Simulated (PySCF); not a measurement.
# Vertical excitation energies

C₆H₁₃BO₂.
Geometry (PBE0-D3(BJ)/def2-SVP, Å), atoms numbered from 1 in this order:
```xyz
22
C6H13BO2 angstrom
C      2.9642    0.2850    1.0440
C      2.2173   -0.3994   -0.0993
C      1.1727   -1.3446    0.4036
C     -0.1630   -1.1796    0.3852
B     -0.9580    0.0446   -0.1717
O     -0.3281    1.2321   -0.3963
C     -1.0304    2.3404   -0.8956
O     -2.2970    0.0014   -0.4431
C     -3.0815   -1.1470   -0.2882
H      2.2759    0.9129    1.6297
H      3.7699    0.9293    0.6602
H      3.4193   -0.4470    1.7307
H      2.9388   -0.9707   -0.7102
H      1.7588    0.3604   -0.7455
H      1.5720   -2.2650    0.8559
H     -0.7442   -2.0081    0.8096
H     -1.4714    2.1321   -1.8843
H     -0.3251    3.1785   -0.9908
H     -1.8496    2.6393   -0.2216
H     -3.1609   -1.4513    0.7696
H     -2.6844   -2.0002   -0.8636
H     -4.0948   -0.9264   -0.6551
```

The calculation used TDDFT wB97X-D/def2-SVPD, vertical, gas phase, core orbitals frozen in the response in PySCF 2.14.0, density-fitted response routines.

| state | E (eV) | ν̃ (cm⁻¹) | f | main configurations (H = HOMO, L = LUMO) |
| --- | --- | --- | --- | --- |
| S1 | 6.31 | 50860 | 0.408 | H→L (88%) |
| S2 | 6.49 | 52310 | 0.057 | H-2→L (69%), H-1→L (13%), H→L (9%) |
| S3 | 7.19 | 57980 | 0.093 | H-1→L (81%), H-2→L (14%) |
| S4 | 7.28 | 58690 | 0.048 | H→L+1 (68%), H→L+3 (13%) |
| S5 | 7.57 | 61090 | 0.0031 | H-3→L (66%), H-4→L (10%), H-5→L (9%) |
| S6 | 7.83 | 63180 | 0.0068 | H-4→L (33%), H-5→L (28%), H-3→L (22%) |
| S7 | 7.87 | 63450 | 0.0011 | H→L+2 (26%), H-1→L+1 (16%), H→L+1 (14%) |
| S8 | 8.02 | 64650 | 0.0004 | H-1→L+1 (62%), H→L+3 (9%) |
| S9 | 8.15 | 65710 | 0.0018 | H-6→L (61%), H-4→L (16%), H-5→L (9%) |
| S10 | 8.40 | 67750 | 0.0041 | H-2→L+1 (65%) |

Triplets, Tamm–Dancoff:

```csv
state,E (eV),λ (nm),"main configurations (H = HOMO, L = LUMO)"
T1,3.99,310.5,H→L (90%)
T2,6.01,206.3,"H-2→L (70%), H-1→L (14%)"
T3,6.56,189.0,"H-1→L (75%), H-2→L (14%)"
T4,7.26,170.7,"H→L+1 (61%), H→L+3 (14%)"
```

The lowest singlet comes at 197 nm (608 kJ/mol) in the vacuum ultraviolet; it is strong; its leading configuration is HOMO→LUMO (88%). The lowest level is also the most intense of those listed (f = 0.408). Löwdin shares by element: HOMO carbon 73% or more, oxygen 5% or more (atoms not listed hold the other 22%); LUMO carbon 51% or more, boron 14%, oxygen 7% or more (atoms not listed hold the other 28%). The listed states span 2.09 eV, and the widest gap between neighbours is 0.70 eV (S2 to S3). The oscillator strengths of these states sum to 0.624; summed over the whole spectrum of an exact calculation they would give the number of electrons, 70 (Thomas–Reiche–Kuhn). Of the 10 states listed, 4 reach f = 0.01 and 1 stays under 0.0005. The vertical ionisation energy (ΔSCF) is 9.25 eV, 0.85 eV above S10. Singlets were solved by full linear response, triplets in the Tamm–Dancoff approximation.

Time: 16 min wall (grids of density and orbitals included); peak memory 1.4 GiB. Hardware: one thread of an Arm Neoverse N1, no GPU, shared host with 64 logical CPUs at a one-minute load of 55.

One conformer stands for the species.
